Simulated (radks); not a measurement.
Ni2+, 26 electrons, occupied as [Ar] 3d8.

All-electron calculation, scalar-relativistic Kohn-Sham, SCAN, spin-polarised, spherical densities, finite nucleus; open shells are filled with parallel spins first; meta-GGA in the generalised Kohn-Sham scheme; Fermi nuclear charge, rms radius 3.7757 fm. Program: a radial shooting solver on a logarithmic mesh with Libxc functionals.

Energy parts (hartree):
| part | energy |
|---|---|
| total | -1519.98130 |
| kinetic | 1541.15938 |
| electron-nucleus | -3629.59721 |
| Hartree | 631.71785 |
| exchange-correlation | -63.26131 |

Orbitals (lengths in bohr, moments of r in powers of bohr; <r^-3> diverges for s and p1/2):
| orbital | occ. | eigenvalue (hartree) | <r^-3> | <r> |
|---|---|---|---|---|
| 1s up | 1 | -303.4993 | - | 0.05410 |
| 1s down | 1 | -303.4992 | - | 0.05410 |
| 2s up | 1 | -37.20620 | - | 0.2446 |
| 2s down | 1 | -37.14840 | - | 0.2443 |
| 2p up | 3 | -32.03968 | 624.4 | 0.2153 |
| 2p down | 3 | -31.99660 | 625.7 | 0.2151 |
| 3s up | 1 | -4.99860 | - | 0.7391 |
| 3s down | 1 | -4.88961 | - | 0.7411 |
| 3p up | 3 | -3.48128 | 79.14 | 0.7770 |
| 3p down | 3 | -3.37318 | 78.16 | 0.7805 |
| 3d up | 5 | -1.08893 | 7.232 | 0.9522 |
| 3d down | 3 | -0.98823 | 6.969 | 0.9822 |

The highest occupied level is 3d down at -26.891 eV. The density falls to 0.001 e/bohr^3 at r = 2.95 bohr. Spin moment in Bohr magnetons: 2.
